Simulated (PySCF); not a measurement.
SnF3Br, SMILES [Br][Sn]([F])([F])[F].

The structure is a stationary point at B3LYP-D3(BJ)/def2-SVP. The structure was generated by enumeration; whether it is a known compound was not checked. The def2 effective core potentials stand for the cores of Sn; spin–orbit coupling is left out.

Method: PBE/def2-TZVP (PySCF).

```json
{
  "total_energy": "-3087.59737 hartree",
  "point_group": "C3v",
  "highest_occupied_level": "-8.54 eV",
  "lowest_empty_level": "-4.77 eV",
  "orbital_gap": "3.78 eV",
  "dipole_moment": "2.12 D",
  "quadrupole, principal values (traceless, Buckingham form, about the centre of nuclear charge)": "-1.76, -1.76, 3.52 D·Å",
  "mean_static_polarisability": "55.2 bohr³ (8.18 Å³)",
  "polarisability_principal_values": "47.1, 47.1, 71.3 bohr³"
}
```
